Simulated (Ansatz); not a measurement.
Gas-phase electronic energies from Ansatz, PBE0-D4/def2-TZVP geometries. CCSD(T)/CBS is the MP2 limit (def2-TZVPP, def2-QZVPP) plus CCSD(T) − MP2 in def2-TZVPP, frozen cores. This one scheme is used for every species. One conformer a species, not always the lowest.

Consider the cleavage of the Si–Si bond: `C[SiH2][SiH](Cl)Cl` + `O[SiH2]F` → `F[SiH2]O[SiH](Cl)Cl` + `C[SiH3]`.

`C[SiH2][SiH](Cl)Cl`:

Cartesian coordinates in Å:
```
C 0.548 -0.279 -1.589
Si -0.232 -0.934 -0.021
Si -0.393 0.802 1.535
Cl 1.496 1.530 1.908
Cl -1.529 2.314 0.722
H 1.546 0.114 -1.384
H 0.636 -1.071 -2.337
H -0.058 0.527 -2.009
H 0.584 -2.020 0.590
H -1.605 -1.456 -0.264
H -0.993 0.473 2.849
```

`O[SiH2]F`:

Z-matrix (Å, degrees):
```
Si
F 1 1.596
O 1 1.630 2 111.0
H 1 1.482 2 106.0 3 121.4
H 1 1.474 2 108.2 3 -116.3
H 3 0.958 1 119.1 2 71.8
```

`F[SiH2]O[SiH](Cl)Cl`:

Z-matrix (Å, degrees):
```
Si
O 1 1.627
F 1 1.588 2 107.1
H 1 1.476 2 109.9 3 117.2
H 1 1.476 2 109.8 3 -117.1
Si 2 1.609 1 155.0 3 -178.2
Cl 6 2.036 2 109.7 1 -60.0
Cl 6 2.036 2 109.7 1 59.3
H 6 1.467 2 109.9 1 179.6
```

`C[SiH3]`:

Cartesian coordinates in Å:
```
C -0.055 -0.582 0.796
Si 0.049 0.521 -0.712
H -0.622 -1.489 0.574
H -0.549 -0.065 1.621
H 0.942 -0.878 1.129
H 0.721 -0.187 -1.836
H 0.824 1.754 -0.409
H -1.310 0.925 -1.163
```

Question: Is it downhill or uphill in electronic energy at CCSD(T)/CBS, and by how much? (Estimate.)

Answer: Computed: Downhill: ΔE = -122.2 kJ/mol.

Question: What do these levels give: HF/def2-TZVPP, SCS-MP2/def2-TZVPP, HF/def2-QZVPP, SCS-MP2/def2-QZVPP, MP2/CBS(def2), CCSD/CBS(def2)? (Estimate.)

Answer: Computed: HF/def2-TZVPP -151.2, SCS-MP2/def2-TZVPP -132.7, HF/def2-QZVPP -154.3, SCS-MP2/def2-QZVPP -132.6, MP2/CBS(def2) -126.2, CCSD/CBS(def2) -126.3 kJ/mol.

Largest T1 diagnostic among the species: 0.011.

In def2-TZVPP, CCSD(T) changes the Hartree–Fock value by +27.0 kJ/mol (the triples alone add +4.1 kJ/mol) and MP2 by +23.0 kJ/mol. From PBE to PBE0 (25 % exact exchange), in def2-TZVPP and without D4, ΔE moves by −9.9 kJ/mol.
